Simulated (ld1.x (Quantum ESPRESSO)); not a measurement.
# Transferability test, ultrasoft potential for fluorine (F)

ld1.x (Quantum ESPRESSO) 7.5 input, shortened:

```
&input
   title='F', zed=9., rel=0, dft='PW91', iswitch=3,
   config='[He] 2s1 2p6 3d-2'
 /
 &inputp
   pseudotype=3, tm=.true., lloc=-2, rcloc=1.05,
   nlcc=.false.
 /
6
2S  1  0   1.00   0.00  0.45  0.68  0.0
2S  1  0   0.00  -1.90  0.45  0.68  0.0
2P  2  1   6.00   0.00  1.20  1.65  0.0
2P  2  1   0.00   0.55  1.20  1.65  0.0
3D  3  2  -2.00  -0.10  1.40  1.90  0.0
3D  3  2  -2.00   1.15  1.40  1.90  0.0
 &test
   configts(1)='2s1 2p6'
 /
```

Energies are relative to the spin-unpolarised reference configuration 2s1 2p6; without spin polarisation the order of configurations can differ from experiment.

| valence configuration | charge | ΔE all-electron (eV) | error AE − PS (meV) |
| --- | --- | --- | --- |
| 2s2 2p5 | 0 | -18.680 | +88 |
| 2s2 2p4 | +1 | 0.825 | +166 |
| 2s2 2p3 | +2 | 39.347 | +379 |
| 2s2 2p4.5 | +0.5 | -11.082 | +116 |
| 2s1 2p5 | +1 | 19.781 | +8.2 |

What are ΔE and the potential's error for 2s2 2p5.3?

ΔE = -21.379 eV all-electron; the error (AE − PS) is +78 meV.

What are ΔE and the potential's error for 2s2 2p2?

ΔE = 100.139 eV all-electron; the error (AE − PS) is +894 meV.

Levels in the configuration 2s2 2p5.3:

```json
{"level": "2s", "all-electron (eV)": "-25.366", "pseudo (eV)": "-25.490"}
{"level": "2p", "all-electron (eV)": "-6.850", "pseudo (eV)": "-6.825"}
```
